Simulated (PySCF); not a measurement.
# C7H7N2: g tensor and hyperfine couplings

Compound: C₇H₇N₂ (doublet state).
Structure used (GFN2-xTB), in Å, numbered top down from 1:
```
atom  x, y, z in Å
C1     3.5380    0.5529    0.0921
N2     2.5126   -0.1463    0.4415
C3     1.3417   -0.2569   -0.0965
C4     0.2295   -0.8795    0.6992
C5     0.0417   -2.2341    0.2071
N6    -0.0950   -3.2878   -0.2134
C7    -1.0230   -0.1500    0.5386
C8    -2.0519    0.4392    0.3657
C9    -3.2904    1.1623    0.1930
H10    4.4867    0.3073    0.5366
H11    3.4813    1.4089   -0.5733
H12    1.1349   -0.0216   -1.1391
H13    0.5130   -0.9271    1.7583
H14   -3.1704    2.1922    0.5280
H15   -3.5772    1.1608   -0.8580
H16   -4.0792    0.6885    0.7763
```

The hyperfine couplings belong to this conformer and change with its torsions.

The species is `[CH2]/N=C/[C@H](C#N)C#CC` [radical].

Level of theory: UKS B3LYP, pcH-1 on C H N, non-relativistic, mean-field spin-orbit, GIAO in PySCF. Geometry: GFN2-xTB, one conformer, isolated molecule. Couplings are sensitive to structure, and on GFN2-xTB geometries they can be far from those on DFT ones. The frame is twisted about the N2–C3 bond at this geometry (dihedral C1–N2–C3–H12 = 22°); couplings at other torsion angles weren't computed. The SCF solution wasn't tested for stability.

```
g1, g2, g3                      : 2.00196, 2.00236, 2.00253
g_iso                           : 2.00228
Form of g                       : rhombic: the two nearest values differ by 30 % of g3 − g1
⟨S²⟩                            : 0.7682 (exact 0.7500)
α and β electrons               : 32, 31
HOMO–LUMO gap, α and β orbitals : 5.11, 4.64 eV
Total energy                    : -380.33047 Eh
```

Isotropic coupling and dipolar principal values T1 to T3, in MHz:

| atom | isotope | a_iso | T1 | T2 | T3 | Mulliken spin population |
| --- | --- | --- | --- | --- | --- | --- |
| C1 | 13C | 62.1 | -48.0 | -46.1 | 94.2 | 0.59 |
| N2 | 14N | 2.6 | -17.5 | 2.2 | 15.3 | -0.09 |
| C3 | 13C | 61.2 | -49.0 | -47.4 | 96.4 | 0.56 |
| C4 | 13C | -10.1 | -1.2 | 0.1 | 1.1 | -0.04 |
| C5 | 13C | 46.2 | -2.8 | -1.7 | 4.6 | 0.01 |
| N6 | 14N | 0.8 | -1.3 | -0.9 | 2.3 | 0.02 |
| C7 | 13C | 20.4 | -1.5 | -1.1 | 2.6 | 0.00 |
| C8 | 13C | 0.8 | -1.1 | 0.0 | 1.1 | 0.01 |
| C9 | 13C | -0.1 | -0.1 | -0.1 | 0.2 | 0.00 |
| H10 | 1H | -34.1 | -22.4 | -2.7 | 25.1 | -0.03 |
| H11 | 1H | -28.2 | -19.7 | -2.2 | 21.9 | -0.01 |
| H12 | 1H | -33.2 | -19.8 | -2.6 | 22.4 | -0.02 |
| H13 | 1H | 6.8 | -3.1 | -2.9 | 6.0 | 0.00 |
| H14 | 1H | -0.1 | -0.4 | -0.4 | 0.8 | 0.00 |
| H15 | 1H | 0.5 | -0.4 | -0.4 | 0.8 | 0.00 |
| H16 | 1H | 0.8 | -0.4 | -0.3 | 0.7 | 0.00 |

Largest spin populations (Mulliken): C1 (+0.59), C3 (+0.56) and N2 (-0.09). The angles at C1 add up to 359.9°, so it is planar.

The SMILES `[CH2]/N=C/[C@H](C#N)C#CC` draws the unpaired electron on C1, whose computed spin population is only +0.59.

Axes: g2 points within 8° of the C3–H12 bond.

Under fast tumbling the dipolar parts average out, and these isotropic splittings remain: 1 × 1H (H10, I = 1/2, 2 lines) with 1.22 mT, 1 × 1H (H12, I = 1/2, 2 lines) with 1.19 mT, 1 × 1H (H11, I = 1/2, 2 lines) with 1.01 mT, 1 × 1H (H13, I = 1/2, 2 lines) with 0.24 mT and 1 × 14N (N2, I = 1, 3 lines) with 0.09 mT.

H10 and H11 aren't averaged: C1 is flat or nearly so (angle sum 360°), and its turn about the short C1–N2 bond (1.29 Å) is taken as slow.

The 13C coupling of C1 (62.1 MHz) shows only in satellite lines or after enrichment, since that isotope makes up about 1.07 % of natural carbon.

Time: 94 s (with the writing of density and orbital grids); peak memory 0.98 GiB. Hardware: an Arm Neoverse V1 with one thread (shared host).
